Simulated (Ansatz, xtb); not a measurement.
## Relative energy of two isomers of C6H8Cl2

We compare X, `CC/C=C(Cl)/C=C/Cl`, a singlet, with Y, `C=C1C[C@@H](Cl)C[C@H]1Cl`, a singlet. Both are isolated molecules in the gas phase, relaxed with PBE-D3(BJ)/def2-SVP; the shapes shown needn't be the lowest conformers.

X (Å):

| atom | x (Å) | y (Å) | z (Å) |
| --- | --- | --- | --- |
| C | -2.3645 | 0.8716 | 1.4357 |
| C | -1.6638 | -0.0477 | 0.4214 |
| C | -0.8964 | 0.7119 | -0.6131 |
| C | 0.4493 | 0.7319 | -0.8035 |
| C | 1.1018 | 1.5290 | -1.8314 |
| C | 2.4342 | 1.5803 | -2.0578 |
| Cl | 1.5021 | -0.2422 | 0.2209 |
| Cl | 3.1358 | 2.5562 | -3.3017 |
| H | -2.9553 | 0.2803 | 2.1638 |
| H | -1.6244 | 1.4727 | 2.0012 |
| H | -3.0573 | 1.5784 | 0.9341 |
| H | -2.4310 | -0.6714 | -0.0908 |
| H | -0.9834 | -0.7476 | 0.9463 |
| H | -1.4765 | 1.3622 | -1.2923 |
| H | 0.4265 | 2.1304 | -2.4613 |
| H | 3.1615 | 1.0056 | -1.4663 |

Y (Å):

```yaml
atoms:
  - { symbol: C, position_ang: [-0.8537, 1.1179, 0.5068] }
  - { symbol: C, position_ang: [0.4064, 0.6595, 0.4335] }
  - { symbol: C, position_ang: [1.3992, 0.9163, -0.6844] }
  - { symbol: C, position_ang: [2.7694, 0.7300, -0.0233] }
  - { symbol: C, position_ang: [2.5252, -0.4113, 0.9703] }
  - { symbol: C, position_ang: [1.0878, -0.2060, 1.4888] }
  - { symbol: Cl, position_ang: [3.2548, 2.2506, 0.8468] }
  - { symbol: Cl, position_ang: [1.0517, 0.5735, 3.1367] }
  - { symbol: H, position_ang: [-1.4873, 0.8964, 1.3795] }
  - { symbol: H, position_ang: [-1.2794, 1.7526, -0.2859] }
  - { symbol: H, position_ang: [1.2928, 0.1361, -1.4738] }
  - { symbol: H, position_ang: [1.2764, 1.9015, -1.1722] }
  - { symbol: H, position_ang: [3.5858, 0.5210, -0.7390] }
  - { symbol: H, position_ang: [3.2768, -0.4682, 1.7783] }
  - { symbol: H, position_ang: [2.5628, -1.3674, 0.4033] }
  - { symbol: H, position_ang: [0.5610, -1.1676, 1.6363] }
```

Quicker runs give these differences E(Y) − E(X): GFN2-xTB −17.9 kcal/mol; HF/STO-3G −40.4 kcal/mol (at GFN2-xTB geometries); r2SCAN-D4/def2-SVP −10.7 kcal/mol (at GFN2-xTB geometries).

Question: Estimate E(Y) − E(X) at the level CCSD(T)/def2-SVP + ΔMP2/def2-TZVPP.

Answer: Calculated at CCSD(T)/def2-SVP + ΔMP2/def2-TZVPP: E(Y) − E(X) = −12.8 kcal/mol, so structure Y lies lower.

How the difference moves with the method:

| level | geometry | E(Y) − E(X) (kcal/mol) | departure from the last row (kcal/mol) | job, with rough time for the two |
| --- | --- | --- | --- | --- |
| GFN2-xTB | GFN2-xTB | −17.9 | −5.0 | optimisation, 0.15 s |
| HF/STO-3G | GFN2-xTB | −40.4 | −27.5 | single point, 0.44 s |
| r2SCAN-D4/def2-SVP | GFN2-xTB | −10.7 | +2.1 | single point, 4.3 s |
| PBE-D3(BJ)/def2-SVP | PBE-D3(BJ)/def2-SVP | −9.6 | +3.3 | optimisation, 28 s |
| HF/def2-SVP | PBE-D3(BJ)/def2-SVP | −12.7 | +0.1 | part of the CCSD(T) run |
| MP2/def2-SVP | PBE-D3(BJ)/def2-SVP | −14.0 | −1.2 | part of the CCSD(T) run |
| CCSD(T)/def2-SVP | PBE-D3(BJ)/def2-SVP | −12.7 | +0.1 | single point |
| CCSD(T)/def2-SVP + ΔMP2/def2-TZVPP | PBE-D3(BJ)/def2-SVP | −12.8 |  | single point, 1.9 min |

As drawn, Y has 2 C–C in place of 1 C=C. Structure X has no ring, Y a 5-membered ring.

The levels shown agree on the order. The largest departure from CCSD(T)/def2-SVP + ΔMP2/def2-TZVPP is that of HF/STO-3G, 27.5 kcal/mol. The last row adds to CCSD(T) the change of the MP2 difference between the two basis sets, here −0.1 kcal/mol.

With thermal terms from frequencies at re-optimised GFN2-xTB minima (ideal gas, soft modes damped towards free rotors, one conformer each, 298.15 K, 1 atm): the zero-point term adds +1.7 kcal/mol; ΔH is −12.2 and ΔG −9.6 kcal/mol.

The correlated steps freeze 16 core orbitals. Mirror images aren't counted in ΔG. Codes used: Ansatz 0.2.0, xtb 6.7.1; the last row on 4 threads of Arm Neoverse V2 on a shared host.
